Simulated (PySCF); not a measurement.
# Energy of Kr²⁺ (krypton, charge +2) between two integer charges

The 4p beta orbital of [Ar] 3d10 4s2 4p4 is emptied in steps (occupation f), with all orbitals relaxed, ending at [Ar] 3d10 4s2 4p3. Computed with PySCF 2.14 in jorge-DZP-DKH (8s6p2d1f, 43 functions), with scalar relativity by spin-free X2C-1e. The exact energy is a straight line in f; departures are measured from the line between the end points of the same method.

```csv
f,UHF (eV),LDA (eV),PBE (eV),PBE0 (eV),r2SCAN (eV),LC-wPBE (eV),BHandHLYP (eV),wB97X (eV),CAM-B3LYP (eV),TPSS (eV)
1,0.000,0.000,0.000,0.000,0.000,0.000,0.000,0.000,0.000,0.000
0.75,0.128,-1.092,-1.055,-0.759,-0.979,-0.215,-0.498,-0.312,-0.519,-1.024
0.5,0.167,-1.455,-1.401,-1.007,-1.283,-0.282,-0.668,-0.427,-0.694,-1.357
0.25,0.123,-1.090,-1.045,-0.750,-0.937,-0.206,-0.505,-0.332,-0.523,-1.008
0,0.000,0.000,0.000,0.000,0.000,0.000,0.000,0.000,0.000,0.000
```

Problem. For LDA, how does the orbital energy at f = 1 compare with the removal energy?

Solution. −ε = 29.910 eV against a total-energy difference of 35.728 eV. By Janak's theorem ε = ∂E/∂f, so the gap between them reflects the curvature. Along the path −ε is 32.817 (f = 0.75), 35.733 (f = 0.5), 38.644 (f = 0.25) eV.

```tsv
method	E(f=0) − E(f=1) (eV)	−ε at f=1 (eV)	−ε at f=0.5 (eV)
UHF	34.148	34.847	34.133
LDA	35.728	29.910	35.733
PBE	35.392	29.753	35.418
PBE0	35.397	31.330	35.423
r2SCAN	35.475	30.192	35.585
LC-wPBE	35.547	34.381	35.570
BHandHLYP	35.438	32.794	35.419
wB97X	35.499	33.868	35.444
CAM-B3LYP	35.634	32.873	35.625
TPSS	35.390	29.904	35.434
```

Reference removal energy between the ground levels: 35.838 ± 0.02 eV (measured; NIST Atomic Spectra Database, ionization energies). The calculation has no spin-orbit coupling. UHF lacks correlation.
